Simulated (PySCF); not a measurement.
Compound: C3H6O2Si.
SMILES with atom numbers: `[CH3:1][C:2]1=[CH:3][O:4][Si@H:5]1[OH:6]` (hydrogens: H7, H8, H9 on C1; H10 on C3; H11 on Si5; H12 on O6)

A GFN2-xTB structure with every atom displaced at random (by about 0.01 Å) was refined with PySCF 2.14.0, PBE0-D3(BJ)/def2-SVP geometry optimisation, gas phase. Values at the start:

| coordinate | start |
| --- | --- |
| C1–C2 | 1.492 Å |
| C1–H7 | 1.082 Å |
| C2=C3 | 1.327 Å |
| C2–Si5 | 1.900 Å |
| C3–O4 | 1.344 Å |
| C3–H10 | 1.101 Å |
| O4–Si5 | 1.713 Å |
| Si5–O6 | 1.622 Å |
| Si5–H11 | 1.429 Å |
| O6–H12 | 0.957 Å |
| C1–C2–C3 | 130.6° |
| C1–C2–Si5 | 143.6° |
| C2–C3–O4 | 108.5° |
| C2–Si5–O4 | 73.5° |
| C2–Si5–O6 | 124.6° |
| C3–C2–Si5 | 85.2° |
| C3–O4–Si5 | 92.6° |
| O4–Si5–O6 | 114.3° |
| C1–C2–C3–O4 | -176° |
| C1–C2–Si5–O4 | 173° |

Q: How do these coordinates change at the PBE0-D3(BJ)/def2-SVP level?

A: 
| coordinate | PBE0-D3(BJ)/def2-SVP (Å or °) | change |
| --- | --- | --- |
| C2–Si5 | 1.849 | -0.051 |
| Si5–H11 | 1.480 | +0.051 |
| C3–O4 | 1.377 | +0.033 |
| C2=C3 | 1.353 | +0.026 |
| Si5–O6 | 1.648 | +0.026 |
| O4–Si5 | 1.738 | +0.025 |
| C1–H7 | 1.102 | +0.020 |
| C1–C2 | 1.486 | -0.006 |
| O6–H12 | 0.962 | +0.005 |
| C3–H10 | 1.098 | -0.003 |
| C3–O4–Si5 | 86.7 | -5.9 |
| C2–Si5–O4 | 78.1 | +4.6 |
| C2–C3–O4 | 111.9 | +3.4 |
| C3–C2–Si5 | 83.1 | -2.1 |
| C1–C2–Si5 | 145.6 | +2.0 |
| C2–Si5–O6 | 123.4 | -1.2 |
| C1–C2–C3 | 131.1 | +0.5 |
| O4–Si5–O6 | 114.8 | +0.5 |
| C1–C2–Si5–O4 | 176 | +3 |
| C1–C2–C3–O4 | -179 | -3 |

The energy falls by 0.255 eV over 13 energy and gradient evaluations, the largest force component goes from 0.0361 to 3.1e-04 Eh/bohr, and the atoms move by 0.128 Å rms after alignment. Among the bonds, C2–Si5 and Si5–H11 change most and about equally (-0.051 to +0.051 Å). Bonds longer at the end by more than 0.005 Å: 8 of 12; shorter: 3. Among the dihedrals that turn most is O4–Si5–O6–H12, from 34° to 60°. Rotational constants go from 5073, 2378, 1807 to 4808, 2451, 1810 MHz.

The run used 118 basis functions and 84 SCF cycles in all. The run took 71 s of wall time on Arm Neoverse V1, one thread, on a shared host, and the process peaked at 0.51 GiB of memory.

PBE0-D3(BJ)/def2-SVP frequencies: not computed here. One conformer, not necessarily the lowest.
